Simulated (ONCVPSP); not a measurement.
# Potentials for Mo (Z = 42) compared

Generated with ld1.x 7.5 (TM, RRKJ, ultrasoft, PAW), atompaw 4.2 or ONCVPSP 4.0.1. The cutoff is in Ry: for ld1.x and atompaw files where the sum of valence levels is converged to 10 mRy in a Bessel basis, for ONCV files where the hardest occupied wave has 1 mHa per electron of residual kinetic energy. The error is the largest all-electron minus pseudo excitation energy over each file’s own four to seven test configurations (ionisations up to +4, promotions, holes and added fractions of an electron), all of which were solved. The labels leave out finer settings (local radius, basis sizes, second energies), which also bear on the numbers. Spin-polarised tests are not counted. The rows are a selection from randomly drawn settings: files with unsolved tests, undetermined cutoffs or missed reference levels are left out.

| potential | cutoff (Ry) | largest error (meV) | bound ghosts |
| --- | --- | --- | --- |
| ONCV, PBE, scalar-relativistic, rc 2.10/1.70/1.95 (spd), local smoothed, core correction no, reference 4s2 4p6 4d5 5s1, qcut 6.3/7.7/8.7, projectors 2/2/2 | 40 | -2.4 | none |
| ONCV, PBEsol, scalar-relativistic, rc 1.65/1.50/1.70 (spd), local smoothed, core correction yes, reference 4s2 4p6 4d4, qcut 6.5/10/5.4, projectors 2/2/2 | 82 | +3.4 | none |
| ONCV, PBEsol, scalar-relativistic, rc 1.80/1.35/2.10 (spd), local smoothed, core correction no, reference 4s2 4p6 4d5 5s1, qcut 6.9/6.6/6.7, projectors 2/2/2 | 38 | -193 | none |
| ONCV, PBE, scalar-relativistic, rc 1.45/1.70/2.70/2.50 (spdf), local smoothed, core correction no, reference 4s2 4p6 4d5 5s1, qcut 6.4/8.3/7/4.9, projectors 2/1/1/1 | 41 | +25 | none |
| ONCV, PBE, scalar-relativistic, rc 1.50/1.70/1.95 (spd), local smoothed, core correction yes, reference 4s2 4p6 4d4, qcut 6.9/9.7/9.3, projectors 2/2/2 | 60 | +1.7 | none |

(1) Fill in the row for Mo: ONCV, LDA (Perdew-Wang 92), scalar-relativistic, rc 1.70/1.55/1.55 (spd), local smoothed, core correction yes, reference 4s2 4p6 4d5, qcut 7.9/10.5/6.7, projectors 2/1/2.

(2) Fill in the row for Mo: ONCV, PBE, fully relativistic, rc 1.80/1.95/1.70 (spd), local smoothed, core correction yes, reference 4s2 4p6 4d5 5s1, qcut 6.8/5.5/5.6, projectors 2/1/2.

(3) Fill in the row for Mo: ONCV, PBE, fully relativistic, rc 1.65/1.45/2.30 (spd), local smoothed, core correction yes, reference 4s2 4p6 4d5 5s1, qcut 7.5/7.6/7.7, projectors 2/2/2.

Results:

(1) cutoff 70 Ry, largest error +0.8 meV, bound ghosts: none.

(2) cutoff 38 Ry, largest error +19 meV, bound ghosts: none.

(3) cutoff 46 Ry, largest error +12 meV, bound ghosts: none.
